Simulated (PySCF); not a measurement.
**Gas-phase XPS of (SiH3)3P, computed**

(SiH3)3P, H9PSi3.
Bonds: Si1–P2, P2–Si3, P2–Si4. Hydrogens: H5, H6, H7 on Si1; H8, H9, H10 on Si3; H11, H12, H13 on Si4.

The calculation used delta-SCF UKS SCAN, pcX-2 on the ionised atom, pcseg-1 elsewhere, spin-free X2C in PySCF 2.14.0. Each binding energy is the total energy of the core-ionised species, with the hole localised on one atom, minus that of the ground state; both are solved self-consistently, so orbital relaxation is included.

Q: List the computed XPS lines with their assignment.

A: 
```
    atom(s)  bonded to     level  binding energy (eV)  2p1/2 (eV)  count
Si1/Si3/Si4  3 H and P  Si 2p3/2               106.77      107.40      3
Si1/Si3/Si4  3 H and P     Si 1s              1846.54           –      3
         P2       3 Si   P 2p3/2               135.54      136.43      1
         P2       3 Si      P 1s              2149.00           –      1
```

Q: Which effective nuclear charge Zeff reproduces each element's mean 1s value in the hydrogen-like formula E = 13.606 eV × Zeff²?

A: Si (Z = 14): mean 1846.5 eV, Zeff = 11.65, Z − Zeff = 2.35; P (Z = 15): mean 2149.0 eV, Zeff = 12.57, Z − Zeff = 2.43. Means run over the listed sites, weighted by atom count.

Q: Give the binding energy of P 2p3/2 of P2 in hartree and in kJ/mol.

A: 135.54 eV = 4.9810 Eh = 13078 kJ/mol.

Atoms equivalent by their bonding share one computed value, that of the first of them. The 2p values add to the ΔSCF energy of one spin-free hole a correction within the shell (spin–orbit coupling, ligand field). 2p1/2 minus 2p3/2 (ligand field included): Si 0.62 eV, P 0.89 eV. Geometry: PBE0-D3(BJ)/def2-SVP; no solvent, vibrations or thermal averaging.
